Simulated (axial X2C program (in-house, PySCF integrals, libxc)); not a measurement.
**Testing model relations on TlF**

A bond curve at the CCSD(T) level, two-component, was computed with an axial X2C code built on PySCF integrals (basis Tl dyall-cv4z [14s16p11d7f3g], F dyall-av4z [8s7p4d3f2g] (cores contracted in-house)) for the state Ω = 0 (closed shell). Its fit gives Re = 2.0898 Å, ωe = 473.0 cm⁻¹, ωexe = 2.22 cm⁻¹ and αe = 1.499e-03 cm⁻¹; the masses are 204.9744 and 18.9984 u. Two-component means X2C with spin–orbit coupling and atomic mean-field Coulomb and Gaunt terms.

Correlated methods: 20 electrons correlated (number of frozen shells: Tl 5 s, 4 p, 2 d, 1 f; F 1 s), 396 virtual spin orbitals or spinors in MP2, 180 natural virtuals in coupled cluster.

Problem. Find the reduced mass, Be and the force constant.

Solution. From the CCSD(T) values: μ = 17.3869 u. Be = 16.8576/(μ Re²) = 0.222 cm⁻¹. k = 5.8918×10⁻⁷ μ ωe² = 2.29 mdyn/Å.

Problem. Give B0, the J = 1←0 line in GHz and the most populated J at 300 K (kT = 208.5 cm⁻¹).

Solution. B0 = Be − αe/2 = 0.2213 cm⁻¹; 2B0 = 13.27 GHz; J(max) ≈ √(kT/2B0) − 1/2 = 21.2, so J = 21.

Problem. A Morse curve ties αe to the other constants (Pekeris). How well does that hold?

Solution. αe(Morse) = 6Be²/ωe × (√(ωexe/Be) − 1) = 1.352e-03 cm⁻¹; the CCSD(T) curve gives 1.499e-03 cm⁻¹, a ratio of 0.90.

Problem. Estimate the centrifugal constant by the Kratzer relation.

Solution. D = 4Be³/ωe² = 1.96e-07 cm⁻¹.

Problem. Estimate De from a Morse curve and compare with the computed well depth of 4.622 eV to Tl + F.

Solution. De(Morse) = ωe²/(4ωexe) = 3.124 eV against 4.622 eV computed, a ratio of 0.68. The extrapolation falls short: long-range attraction (ionic or ion–induced dipole) or a change of character along the curve can cause this.

One determinant describes the state; a PBE0 search over occupations chose it and may have missed a lower one. Dissociation energies refer to the lowest single-determinant-based atoms at the same level and basis. CCSD and (T) use frozen natural virtuals with an MP2 correction for the truncation; (T) itself is uncorrected, so its De runs slightly low.
